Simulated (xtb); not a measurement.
xtb input (GFN2-xTB):

```bash
xtb mol.xyz --gfn 2 --ohess tight --chrg 0 --uhf 0
```
mol.xyz:
```
7

C     -2.19014514    -0.49180712    -0.12378832
Ga    -0.25473126    -0.07246929    -0.01985596
Cl     1.27354009    -1.56187730     0.08490699
Cl     0.44184908     1.92390198     0.03202529
H     -2.26275072    -1.52481804    -0.64370186
H     -2.69418461     0.20744139    -0.71937500
H     -2.58168733    -0.57357861     0.90765239
```

End of the output:

```
   ------------------------------------------------------------------------

         :::::::::::::::::::::::::::::::::::::::::::::::::::::
         ::                  THERMODYNAMIC                  ::
         :::::::::::::::::::::::::::::::::::::::::::::::::::::
         :: total free energy         -14.087506440960 Eh   ::
         ::.................................................::
Note: The following floating-point exceptions are signalling: IEEE_UNDERFLOW_FLAG IEEE_DENORMAL
normal termination of xtb
         :: total energy              -14.089684693676 Eh   ::
         :: zero point energy           0.036037425865 Eh   ::
         :: G(RRHO) w/o ZPVE           -0.033859173149 Eh   ::
         :: G(RRHO) contrib.            0.002178252716 Eh   ::
         :::::::::::::::::::::::::::::::::::::::::::::::::::::

optimized geometry written to: xtbopt.xyz

           -------------------------------------------------
          | TOTAL ENERGY              -14.089684693676 Eh   |
          | TOTAL ENTHALPY            -14.045568162870 Eh   |
          | TOTAL FREE ENERGY         -14.087506440960 Eh   |
          | GRADIENT NORM               0.000079936854 Eh/α |
          | HOMO-LUMO GAP               4.333759843903 eV   |
           -------------------------------------------------

------------------------------------------------------------------------
------------------------------------------------------------------------
 total:
 SCF:
 ANC optimizer:
 analytical hessian:
```
